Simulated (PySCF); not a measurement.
HCl$_{2}$FSeSi (SMILES F[Si](Cl)(Cl)[SeH]), singlet, at a GFN2-xTB geometry; HF/6-31G*, polarisability (PySCF).

Here is a job for PySCF.
```python
from pyscf import gto, scf
from pyscf.prop import polarizability

mol = gto.M(
    atom='''
F    -1.227363   -0.161512    1.462077
Si   -0.529436    0.115254    0.045063
Cl   -0.744316    2.070246   -0.329143
Cl   -1.496997   -1.007346   -1.300967
Se    1.601994   -0.529332    0.435550
H     2.092905   -0.231949   -0.886420
''',
    basis='6-31g*',
    charge=0,
    spin=0,
    verbose=4,
)

mf = scf.RHF(mol)
mf.kernel()
alpha = mf.Polarizability().polarizability()[2, 2]
print('alpha_zz =', alpha)
```

**Question.** What does PySCF print? Leave out banner, timings and long lists.

**Answer.** 
```
site-packages/pyscf/prop/efg/rhf.py:45: UserWarning: Module EFG is under testing
  warnings.warn('Module EFG is under testing')
site-packages/pyscf/prop/efg/dhf.py:30: UserWarning: Module EFG is under testing
  warnings.warn('Module EFG is under testing')
site-packages/pyscf/prop/zfs/uhf.py:40: UserWarning: Module ZFS is under testing
  warnings.warn('Module ZFS is under testing')
site-packages/pyscf/prop/gtensor/uhf.py:43: UserWarning: Module g-tensor is under testing
  warnings.warn('Module g-tensor is under testing')
site-packages/pyscf/prop/gtensor/uks.py:41: UserWarning: Module g-tensor is under testing
  warnings.warn('Module g-tensor is under testing')
site-packages/pyscf/prop/hfc/uks.py:35: UserWarning: Module HFC is under testing
  warnings.warn('Module HFC is under testing')
site-packages/pyscf/prop/magnetizability/rhf.py:39: UserWarning: Module magnetizability is under testing
  warnings.warn('Module magnetizability is under testing')
site-packages/pyscf/prop/magnetizability/uhf.py:37: UserWarning: Module magnetizability is under testing
  warnings.warn('Module magnetizability is under testing')
site-packages/pyscf/prop/magnetizability/rks.py:37: UserWarning: Module magnetizability is under testing
  warnings.warn('Module magnetizability is under testing')
site-packages/pyscf/prop/magnetizability/uks.py:39: UserWarning: Module magnetizability is under testing
  warnings.warn('Module magnetizability is under testing')
site-packages/pyscf/prop/polarizability/uhf.py:34: UserWarning: Module polarizability is under testing
  warnings.warn('Module polarizability is under testing')
site-packages/pyscf/prop/polarizability/rks.py:29: UserWarning: Module polarizability is under testing
  warnings.warn('Module polarizability is under testing')
site-packages/pyscf/prop/polarizability/uks.py:29: UserWarning: Module polarizability is under testing
  warnings.warn('Module polarizability is under testing')
PySCF version 2.14.0

[INPUT] verbose = 4
[INPUT] num. atoms = 6
[INPUT] num. electrons = 92
[INPUT] charge = 0
[INPUT] spin (= nelec alpha-beta = 2S) = 0
[INPUT] symmetry False subgroup None
[INPUT] Mole.unit = angstrom
[INPUT] Symbol           X                Y                Z      unit          X                Y                Z       unit  Magmom
[INPUT]  1 F     -1.227363000000  -0.161512000000   1.462077000000 AA   -2.319379925425  -0.305213445831   2.762925103026 Bohr   0.0
[INPUT]  2 Si    -0.529436000000   0.115254000000   0.045063000000 AA   -1.000489040485   0.217798494761   0.085156728351 Bohr   0.0
[INPUT]  3 Cl    -0.744316000000   2.070246000000  -0.329143000000 AA   -1.406553390132   3.912197950476  -0.621990125818 Bohr   0.0
[INPUT]  4 Cl    -1.496997000000  -1.007346000000  -1.300967000000 AA   -2.828914339296  -1.903608052676  -2.458471327097 Bohr   0.0
[INPUT]  5 Se     1.601994000000  -0.529332000000   0.435550000000 AA    3.027329913196  -1.000292508968   0.823070213554 Bohr   0.0
[INPUT]  6 H      2.092905000000  -0.231949000000  -0.886420000000 AA    3.955017254733  -0.438320084867  -1.675091031337 Bohr   0.0

nuclear repulsion = 625.987956203935
number of shells = 44
number of NR pGTOs = 279
number of NR cGTOs = 102
basis = 6-31g*
ecp = {}

******** <class 'pyscf.scf.hf.RHF'> ********
method = RHF
initial guess = minao
damping factor = 0
level_shift factor = 0
DIIS = <class 'pyscf.scf.diis.CDIIS'>
diis_start_cycle = 1
diis_space = 8
diis_damp = 0
SCF conv_tol = 1e-09
SCF conv_tol_grad = None
SCF max_cycles = 50
direct_scf = True
direct_scf_tol = 1e-13
Set gradient conv threshold to 3.16228e-05
Initial guess from minao.
init E= -3707.3335944495
  HOMO = -0.303118889820794  LUMO = 0.0361740151236667  gap/eV = 9.23263
cycle= 1 E= -3707.52247657157  delta_E= -0.189  |g|= 0.622  |ddm|= 2.51
  HOMO = -0.401794978125961  LUMO = 0.0359513973215133  gap/eV = 11.91169
cycle= 2 E= -3707.59873049238  delta_E= -0.0763  |g|= 0.364  |ddm|= 0.977
  HOMO = -0.383943001633374  LUMO = 0.0890446762496415  gap/eV = 12.87065
cycle= 3 E= -3707.62687450721  delta_E= -0.0281  |g|= 0.0444  |ddm|= 0.328
  HOMO = -0.381940922889992  LUMO = 0.0959687081347527  gap/eV = 13.00458
cycle= 4 E= -3707.62772169991  delta_E= -0.000847  |g|= 0.0149  |ddm|= 0.081
  HOMO = -0.382480319013177  LUMO = 0.0952730590027224  gap/eV = 13.00033
cycle= 5 E= -3707.6278156774  delta_E= -9.4e-05  |g|= 0.00344  |ddm|= 0.0269
  HOMO = -0.382593286056966  LUMO = 0.095545519110229  gap/eV = 13.01082
cycle= 6 E= -3707.62782221726  delta_E= -6.54e-06  |g|= 0.000903  |ddm|= 0.00767
  HOMO = -0.382619504124993  LUMO = 0.0955408969720946  gap/eV = 13.01141
cycle= 7 E= -3707.62782269836  delta_E= -4.81e-07  |g|= 0.000225  |ddm|= 0.00225
  HOMO = -0.382616100164813  LUMO = 0.095566274877096  gap/eV = 13.01201
cycle= 8 E= -3707.62782272802  delta_E= -2.97e-08  |g|= 5.93e-05  |ddm|= 0.000587
  HOMO = -0.382611034279817  LUMO = 0.0955732844948143  gap/eV = 13.01206
cycle= 9 E= -3707.62782272954  delta_E= -1.52e-09  |g|= 1.51e-05  |ddm|= 0.000126
  HOMO = -0.382612880770334  LUMO = 0.0955728504034523  gap/eV = 13.01210
cycle= 10 E= -3707.62782272965  delta_E= -1.09e-10  |g|= 3.59e-06  |ddm|= 3.44e-05
  HOMO = -0.382612464770696  LUMO = 0.0955728441836845  gap/eV = 13.01209
Extra cycle  E= -3707.62782272966  delta_E= -1.09e-11  |g|= 1.52e-06  |ddm|= 7.15e-06
converged SCF energy = -3707.62782272966
Isotropic polarizability 54.8097547801
Polarizability anisotropy 12.518547314
alpha_zz = 47.180888707891214
```
